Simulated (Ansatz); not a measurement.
Geometry optimisation, Ansatz 0.2.0, RKS B3LYP/def2-SVP.

input.yaml

```yaml
crystal:
  periodic: [false, false, false]
  atoms:
    - { symbol: Al, position_ang: [-0.005689, 0.242345, -0.082496] }
    - { symbol: F, position_ang: [0.004817, 0.24468, 1.59352] }
    - { symbol: F, position_ang: [1.425096, 0.349101, -0.887097] }
    - { symbol: F, position_ang: [-1.444219, 0.283367, -0.878784] }
    - { symbol: Cl, position_ang: [0.086012, -2.898702, 1.267424] }
    - { symbol: H, position_ang: [0.092782, -1.821592, 2.057634] }
basis:
  gaussian: { orbitals: def2-SVP }
hamiltonian:
  xc: b3lyp
relax:
  f_tol: 0.03
  max_steps: 50
```

Run as:

```bash
$ ansatz run input.yaml --threads 1 --pin off --max-ram 2048MiB --backend cpu --events-out ev --progress --plain --runs-dir out
```

Task: Where does it end, and by what steps?

Result: The forces met the threshold. After 8 steps the energy has fallen by 0.296 eV; Cl5 moved furthest, 0.64 Å. Joined: Al1–Cl5 (3.42 → 2.53 Å).

```csv
step,energy less start (eV),largest force component (eV/Å),accepted
0,0.0000,1.086,yes
1,-0.0759,0.808,yes
2,-0.1856,0.699,yes
3,-0.2741,0.721,yes
4,-0.2936,0.168,yes
5,-0.2941,0.158,yes
6,-0.2956,0.046,yes
7,-0.2960,0.033,yes
8,-0.2960,0.005,yes
```

```xyz
6
Properties=species:S:1:pos:R:3
Al 0.007 -0.009 0.061
F 0.009 0.387 1.686
F 1.426 0.134 -0.778
F -1.431 0.057 -0.755
Cl 0.078 -2.405 0.860
H 0.070 -1.764 1.996
```

Whether the end is a true minimum wasn't checked by a vibrational analysis.

The run took 34 s on 1 thread of Arm Neoverse V1, on a shared host, peak memory 0.16 GiB.
